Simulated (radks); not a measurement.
Values are calculated unless marked as measured or tabulated.
Question: These are the eigenvalues of the occupied orbitals of an atom or ion with whole-number occupations (hartree). Level of theory: scalar-relativistic Kohn-Sham, HCTH/407, spin-unpolarised, spherical densities, point nucleus (a radial shooting solver on a logarithmic mesh with Libxc functionals).

1s: -1329.896
2s: -221.2238
2p: -200.0840
3s: -57.04402
3p: -50.23158
3d: -40.31095
4s: -20.78332
4p: -18.43585
4d: -14.98038
5s: -10.28203

Which element is it, and in what charge state? The configuration may be excited.

Answer: Z = 55, caesium, charge +16: Cs16+ in [Kr] 4d2 5s1. The list shows which subshells hold electrons but not how many an open one holds; the 1s level, -1329.9 hartree, gives Z - s = 51.6 by -(Z - s)^2/2, which with screening and relativity narrows Z to a few neighbours, and the depths of the outer levels then fix element, charge and occupations together.
